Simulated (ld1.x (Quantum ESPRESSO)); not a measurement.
Which change was made? (Mn, PAW)

manganese (Mn), PAW, made with ld1.x (Quantum ESPRESSO) 7.5 (LDA (PZ), scalar-relativistic). Core [Ne], reference 3s2 3p6 3d5 4s1.75 4p0.25. Waves: 3s (bound): rcut 1.15, rcutus 1.40 bohr; 4s (bound): rcut 1.15, rcutus 1.40 bohr; 3p (bound): rcut 1.25, rcutus 1.40 bohr; 4p (bound): rcut 1.25, rcutus 1.40 bohr; 3d (bound): rcut 1.90, rcutus 2.30 bohr; 3d channel at 1.05 Ry: rcut 1.90, rcutus 2.30 bohr. Local part: all-electron potential smoothed inside 2.25 bohr (lloc = -1). Core correction: Bessel-smoothed model core inside 1.45 bohr. Augmentation charge: BESSEL, radius 1.25 bohr.

Cutoffs, loose and tight: the cutoffs (Ry, on a coarse ladder) from which the occupation-weighted sum of valence levels, in a spherical-Bessel basis at the reference potential, stays within 10 and 1 mRy of its value at 400 Ry. They do not see the model core or the augmentation charge, which bear on the density cutoff. Test errors are all-electron minus pseudo excitation energies from the reference, over the configurations 3s2 3p6 3d5 4s2 4p0; 3s2 3p6 3d5 4s1 4p0; 3s2 3p6 3d5 4s0 4p0; 3s2 3p6 3d4 4s0 4p0; 3s2 3p5 3d5 4s2 4p0; 3s1 3p6 3d5 4s2 4p0; 3s2 3p6 3d5.5 4s1.5 4p0 (two spin-polarised tests are not counted in the largest error); variants that change the core or the reference have their own tests. The largest error is taken over the tests solved by every variant that gives reliable tests at all, those not shown here included: 3s2 3p6 3d5 4s0 4p0; 3s2 3p6 3d5 4s1 4p0; 3s2 3p6 3d5 4s2 4p0.

The base gives: outcome: generated; cutoff, loose: 45 Ry; cutoff, tight: 80 Ry; bound ghosts: none; largest test error (meV): -8.8.

After one change the result is: outcome: generated, overlap not positive; bound ghosts: not determined (overlap not positive); largest test error (meV): -0.7. Which change was it?
A. local potential all-electron potential smoothed inside 1.52 bohr (lloc = -1)
B. local potential all-electron potential smoothed inside 1.24 bohr (lloc = -1)
C. local potential all-electron potential smoothed inside 0.90 bohr (lloc = -1)

B. The others give: local potential all-electron potential smoothed inside 1.52 bohr (lloc = -1) → outcome: generated, overlap not positive; bound ghosts: not determined (overlap not positive); largest test error (meV): -4.6 | local potential all-electron potential smoothed inside 0.90 bohr (lloc = -1) → outcome: generated, overlap not positive; bound ghosts: not determined (overlap not positive); largest test error (meV): -1.5. A file whose overlap is not positive is unfit for use, and its test errors describe a broken file.
